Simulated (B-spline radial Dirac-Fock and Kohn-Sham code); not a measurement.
# Relative photoemission cross sections at Al Kα (taken as 1486.9 eV): 2s, 2p1/2, 2p3/2, B to Ge

Calculated with an atomic code on a B-spline grid, using Dirac-Hartree-Slater photoionisation with all multipoles and Dirac-Fock thresholds. Cross sections are relative to C 1s, computed as 13.92 kb at this energy; β is from the dipole term. Free atoms in their tabulated ground configurations, whose changes along a row show as steps; without correlation, outer binding energies come out low.

| Z | element | σ 2s | σ 2p1/2 | σ 2p3/2 | β 2p3/2 | binding 2p3/2 (eV) |
| --- | --- | --- | --- | --- | --- | --- |
| 5 | B | 0.0224 | 7.80e-05 | 0.000155 | 0.19 | 7.93 |
| 6 | C | 0.0475 | 0.000573 | 0.00114 | 0.36 | 9.99 |
| 7 | N | 0.0848 | 0.00214 | 0.00424 | 0.42 | 12.20 |
| 8 | O | 0.139 | 0.00635 | 0.0126 | 0.50 | 14.56 |
| 9 | F | 0.210 | 0.0161 | 0.0318 | 0.60 | 17.08 |
| 10 | Ne | 0.296 | 0.0350 | 0.0689 | 0.70 | 19.79 |
| 12 | Mg | 0.575 | 0.111 | 0.217 | 0.88 | 56.30 |
| 13 | Al | 0.754 | 0.177 | 0.348 | 0.96 | 80.58 |
| 14 | Si | 0.958 | 0.271 | 0.531 | 1.03 | 107.9 |
| 18 | Ar | 1.99 | 1.02 | 1.98 | 1.27 | 248.2 |
| 20 | Ca | 2.62 | 1.70 | 3.31 | 1.35 | 357.1 |
| 21 | Sc | 2.95 | 2.14 | 4.16 | 1.39 | 410.5 |
| 22 | Ti | 3.29 | 2.65 | 5.14 | 1.41 | 466.7 |
| 23 | V | 3.62 | 3.24 | 6.28 | 1.44 | 526.0 |
| 25 | Mn | 4.30 | 4.66 | 9.03 | 1.46 | 653.8 |
| 26 | Fe | 4.63 | 5.51 | 10.7 | 1.47 | 722.4 |
| 27 | Co | 4.96 | 6.43 | 12.4 | 1.47 | 794.1 |
| 28 | Ni | 5.27 | 7.44 | 14.4 | 1.46 | 869.1 |
| 30 | Zn | 5.88 | 9.70 | 18.8 | 1.41 | 1028.5 |
| 31 | Ga | 6.18 | 11.0 | 21.2 | 1.35 | 1125.0 |
| 32 | Ge | 6.44 | 12.3 | 23.9 | 1.27 | 1226.3 |
